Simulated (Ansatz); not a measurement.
Reactions of C₃H₄Cl₂ (`ClC=CCCl`).

Calculated with Ansatz (gas phase, PBE0-D4/def2-TZVP geometries, no zero-point term in ΔE). CBS: MP2 limit from def2 TZ/QZ plus the TZ coupled-cluster correction, frozen cores. This one scheme is used for every species, atoms too. Double bonds are as drawn, so ΔE can hold a change between cis and trans. DFT in def2-TZVPP. B3LYP here is the variant with VWN-RPA as its local correlation; programs differ in this. No spin–orbit coupling; open shells (•) take unrestricted orbitals. Spin–orbit coupling would lower the free atoms: a little for C, Cl. Each species was taken in one conformer, which may not be the lowest.

| reaction | CCSD(T)/CBS(def2) (kJ/mol) |
| --- | --- |
| `Cl/C=C/CCl` + H₂O → `OC/C=C/Cl` + HCl | 27 |
| `Cl/C=C/CCl` + CH₃OH → `CO/C=C/Cl` + `CCl` | 35 |
| `Cl/C=C/CCl` + `[SiH3]S` → `S[SiH2]CCl` + `C=CCl` | ? |
| `Cl/C=C/CCl` + CH₄ → `C/C=C/CCl` + HCl | -23 |
| `Cl/C=C/CCl` → 3 C• + 2 Cl• + 4 H• | ? |
| `Cl/C=C/CCl` + H₂ → `C=CCCl` + HCl | -79 |
| `Cl/C=C/CCl` → `ClC1(Cl)CC1` | 42 |
| `Cl/C=C/CCl` → `C/C(Cl)=C\Cl` | -11 |
| `Cl/C=C/CCl` + `NC1=C[SiH2]1` → `NC1=C(CCl)[SiH2]1` + `C=CCl` | ? |
| `Cl/C=C/CCl` + SiH₄ → `[SiH3]C/C=C/Cl` + HCl | -58 |

Question: Fill in the missing values. (An estimate is asked.)

Answer: Ansatz gave: `Cl/C=C/CCl` + `[SiH3]S` → `S[SiH2]CCl` + `C=CCl`: -27.4 kJ/mol; `Cl/C=C/CCl` → 3 C• + 2 Cl• + 4 H•: +3416.5 kJ/mol; `Cl/C=C/CCl` + `NC1=C[SiH2]1` → `NC1=C(CCl)[SiH2]1` + `C=CCl`: -12.8 kJ/mol.

Largest T1 diagnostic: 0.013, for `NC1=C[SiH2]1`.
